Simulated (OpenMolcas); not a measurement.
## Levels of Pd2+ by method

- Program: OpenMolcas 26.06
- Basis: ANO-RCC-VQZP [8s7p5d3f2g1h]
- Scalar Hamiltonian: DKH2, point nucleus
- Active space: 8 electrons in 10 orbitals (4d 5d)
- State averaging: 2S+1 = 3 even, 10 roots; 2S+1 = 1 even, 15 roots
- Spin-orbit coupling: RASSI with atomic mean-field integrals over the reference wave functions, term energies averaged over their components

Methods on the same reference wave functions:
A. CASSCF
B. SS-CASPT2, IPEA 0.25 Eh, imaginary shift 0.1 Eh (closed shells correlated: 4s 4p)

Energies in cm⁻¹ above 4d⁸ ³F₄, the measured ground level; measured values from Moore, Atomic Energy Levels, vol. III, NSRDS-NBS 35 (1971 reprint of NBS Circular 467, 1958).

| Level | A | B | Measured |
| --- | --- | --- | --- |
| 4d⁸ ³F₄ | 0.0 | 0.0 | 0.0 |
| 4d⁸ ³F₃ | 3143 | 3160 | 3230 |
| 4d⁸ ³F₂ | 4809 | 4570 | 4687 |
| 4d⁸ ³P₁ | 17053 | 13890 | 13470 |
| 4d⁸ ³P₀ | 17341 | 14100 | 13699 |
| 4d⁸ ¹G₄ | 21157 | 18160 | 17880 |
| 4d⁸ ¹S₀ | 49090 | 41900 |  |

Deviations, from unrounded energies. A percentage is the sum of absolute deviations over the sum of measured energies, with the sign that they share, or ± where signs differ.

```csv
Against measurement,Levels,A,B
mean absolute deviation (cm-1),5,2100,260
fine structure of the ground term (%),2,±2.6,-2.3
other terms of the ground configuration (%),3,+23.3,+2.4
```

B lies closest to measurement on these levels. The largest miss of B in the table is 4d⁸ ³P₁, by +420 cm-1. The ranking rests on the paired levels alone, and a cruder setting can come out closer through cancelling errors.

From A to B the spin-free energies of the other terms of 4d⁸ shown, above ³F, scale by factors of 0.77 to 0.84, as is usual when dynamic correlation screens the repulsion within a d or f shell.

The lowest spin-free term lies below A's lowest term by 0.532 hartree in B.

CASPT2 does not keep the components of a term degenerate, so their means are used; among the terms shown or strongly mixed into the levels shown the widest spread is 760 cm-1 (4d⁸ ¹G, B). Active for correlation alone: 5d; no level in the range computed is led by a configuration that fills it, so any true level of that kind is missing. Without dynamic correlation excited terms often stand tens of per cent too high (terms of higher spin than the ground term too low), and those without a measured partner can miss by more than the paired ones (holds for A). Measured partners are found by configuration, term and J. A level has none where our copy of the source lacks it or the pairing is in doubt (some pairs that miss far off the trend of their configuration count as doubtful), and it then counts in no deviation. Only configurations of the active space appear. Levels that lie high or do not pair safely by name in every column are left out.
